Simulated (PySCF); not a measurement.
Input for PySCF: D3(BJ) and D4 dispersion corrections on H2S (SMILES S).

```python
from pyscf import gto
from pyscf.dispersion import dftd3, dftd4

mol = gto.M(
    atom='''
    S     0.66616602    0.81232908    3.70924954
    H    -0.30509309    0.00248551    4.15919223
    H     0.38804757    0.54301950    2.40787776
    ''',
    basis='def2-svp',
    charge=0, spin=0, verbose=0, max_memory=1800)
d3, d4 = {}, {}
for xc in ['hf', 'pbe', 'blyp', 'revpbe', 'tpss', 'r2scan', 'b3lyp', 'pbe0', 'bhlyp', 'camb3lyp', 'b2plyp']:
    d3[xc] = float(dftd3.DFTD3Dispersion(mol, xc=xc, version='d3bj', atm=False).get_dispersion()['energy'])
    print(f'D3(BJ) {xc:10s} {d3[xc]:14.8f} Eh')
for xc in ['hf', 'pbe', 'blyp', 'revpbe', 'tpss', 'r2scan', 'b3lyp', 'pbe0', 'bhlyp', 'camb3lyp', 'b2plyp']:
    d4[xc] = float(dftd4.DFTD4Dispersion(mol, xc={'camb3lyp': 'cam-b3lyp'}.get(xc, xc), atm=True).get_dispersion()['energy'])
    print(f'D4     {xc:10s} {d4[xc]:14.8f} Eh')
```

The log:

```
D3(BJ) hf            -0.00975981 Eh
D3(BJ) pbe           -0.00080100 Eh
D3(BJ) blyp          -0.00173153 Eh
D3(BJ) revpbe        -0.00222232 Eh
D3(BJ) tpss          -0.00098081 Eh
D3(BJ) r2scan        -0.00019113 Eh
D3(BJ) b3lyp         -0.00140078 Eh
D3(BJ) pbe0          -0.00065449 Eh
D3(BJ) bhlyp         -0.00107645 Eh
D3(BJ) camb3lyp      -0.00055287 Eh
D3(BJ) b2plyp        -0.00061836 Eh
D4     hf            -0.00250811 Eh
D4     pbe           -0.00055273 Eh
D4     blyp          -0.00131185 Eh
D4     revpbe        -0.00221427 Eh
D4     tpss          -0.00075345 Eh
D4     r2scan        -0.00012310 Eh
D4     b3lyp         -0.00089820 Eh
D4     pbe0          -0.00044773 Eh
D4     bhlyp         -0.00060022 Eh
D4     camb3lyp      -0.00043951 Eh
D4     b2plyp        -0.00037772 Eh
```

The run finished.

Cost: around 0.04 core-seconds (rough).
